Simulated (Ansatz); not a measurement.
`F[SiH](Cl)I`. Charge 0, multiplicity 1. I takes the def2 core potential.

(1) List the harmonic frequencies (cm⁻¹, unscaled) at PBE0-D4/def2-TZVP in Ansatz. (An estimate is asked.)

(2) Is this a minimum?

(3) Give the ideal-gas thermochemistry at 298.15 K and 1 bar (rigid rotor, harmonic oscillator; point group C1, symmetry number 1).

(4) Rotational constants (cm⁻¹)?

Answers

(1) Ansatz gave: 133, 196, 270, 386, 576, 786, 807, 919, 2301.

(2) Yes, all 9 modes are real.

(3) Zero-point energy 38.1 kJ/mol; H(298) − E = 54.4 kJ/mol; entropy 332.3 J/(mol·K), of which translation 175.6, rotation 120.2, vibration 36.5; G(298) − E = -44.7 kJ/mol.

(4) 0.144, 0.03619, 0.03021.
